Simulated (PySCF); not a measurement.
input.py for SbI⁻

The script input.py:

```python
from pyscf import gto, scf, mp

mol = gto.M(
    atom='Sb 0 0 0; I 0 0 2.914',
    basis='sbkjc',
    ecp={'Sb': 'sbkjc', 'I': 'sbkjc'},
    charge=-1,
    spin=1,
    verbose=4,
)
mf = scf.UHF(mol)
mf.kernel()
mp.MP2(mf).kernel()
mf.dip_moment()
print('orbital energies (hartree):', [e[max(0, n-3):n+3].round(4) for e, n in zip(mf.mo_energy, mol.nelec)])
```

```bash
$ python input.py
```

Output (some set-up lines and the per-cycle HOMO/LUMO lines with their warnings removed):

```
PySCF version 2.14.0

[INPUT] verbose = 4
[INPUT] num. atoms = 2
[INPUT] num. electrons = 13
[INPUT] charge = -1
[INPUT] spin (= nelec alpha-beta = 2S) = 1
[INPUT] symmetry False subgroup None
[INPUT] Mole.unit = angstrom
[INPUT] Symbol           X                Y                Z      unit          X                Y                Z       unit  Magmom
[INPUT]  1 Sb     0.000000000000   0.000000000000   0.000000000000 AA    0.000000000000   0.000000000000   0.000000000000 Bohr   0.0
[INPUT]  2 I      0.000000000000   0.000000000000   2.914000000000 AA    0.000000000000   0.000000000000   5.506661926983 Bohr   0.0

nuclear repulsion = 6.35593767405628
number of shells = 8
number of NR pGTOs = 40
number of NR cGTOs = 16
basis = sbkjc
ecp = {'Sb': 'sbkjc', 'I': 'sbkjc'}

******** <class 'pyscf.scf.uhf.UHF'> ********
method = UHF
initial guess = minao
damping factor = 0
level_shift factor = 0
DIIS = <class 'pyscf.scf.diis.CDIIS'>
diis_start_cycle = 1
diis_space = 8
diis_damp = 0
SCF conv_tol = 1e-09
SCF conv_tol_grad = None
SCF max_cycles = 50
direct_scf = True
direct_scf_tol = 1e-13
number electrons alpha = 7  beta = 6
Set gradient conv threshold to 3.16228e-05
init E= -15.8452352837507

cycle= 1 E= -16.5546785658841  delta_E= -0.709  |g|= 0.0741  |ddm|= 1.78
cycle= 2 E= -16.561189864805  delta_E= -0.00651  |g|= 0.0148  |ddm|= 0.201
cycle= 3 E= -16.5617752956719  delta_E= -0.000585  |g|= 0.00631  |ddm|= 0.05
cycle= 4 E= -16.5619069447399  delta_E= -0.000132  |g|= 0.00213  |ddm|= 0.0308
cycle= 5 E= -16.5619246090274  delta_E= -1.77e-05  |g|= 0.0011  |ddm|= 0.00975
cycle= 6 E= -16.5619318523777  delta_E= -7.24e-06  |g|= 0.000545  |ddm|= 0.0071
cycle= 7 E= -16.5619342433703  delta_E= -2.39e-06  |g|= 0.000243  |ddm|= 0.00481
cycle= 8 E= -16.5619347435027  delta_E= -5e-07  |g|= 5.63e-05  |ddm|= 0.00278
cycle= 9 E= -16.5619347619024  delta_E= -1.84e-08  |g|= 1.1e-05  |ddm|= 0.000557
cycle= 10 E= -16.56193476231  delta_E= -4.08e-10  |g|= 1.94e-06  |ddm|= 7.47e-05
Extra cycle  E= -16.561934762319  delta_E= -8.97e-12  |g|= 8.76e-07  |ddm|= 7.29e-06
converged SCF energy = -16.561934762319  <S^2> = 0.75442214  2S+1 = 2.0044173

******** <class 'pyscf.mp.ump2.UMP2'> ********
nocc = (np.int64(7), np.int64(6)), nmo = (16, 16)
E(UMP2) = -16.5962591113831  E_corr = -0.034324349064127
E(SCS-UMP2) = -16.5976438594761  E_corr = -0.0357090971571201
E_corr(same-spin) = -0.00632321736903729
E_corr(oppo-spin) = -0.0280011316950898

WARN: System has nonzero charge -1; the dipole moment is origin-dependent.
Location of origin: [0. 0. 0.]

Dipole moment(X, Y, Z, Debye): -0.00000, -0.00000, -7.45288
orbital energies (hartree): [array([-0.1936, -0.1193, -0.0832,  0.1823,  0.406 ,  0.4146]), array([-0.1925, -0.1871, -0.0613,  0.1828,  0.1994,  0.425 ])]
```

In short: E(SCF) = -16.561935 Eh, 10 cycles, E(MP2) − E(SCF) = -0.03432 Eh, ⟨S²⟩ = 0.754.

Wall time 0.7 s on one thread of a shared host.

The basis has no diffuse functions, which an anion needs. The bond length is a typed value, not an optimised one. The dipole of an ion depends on the origin. No search for the lowest solution was made.
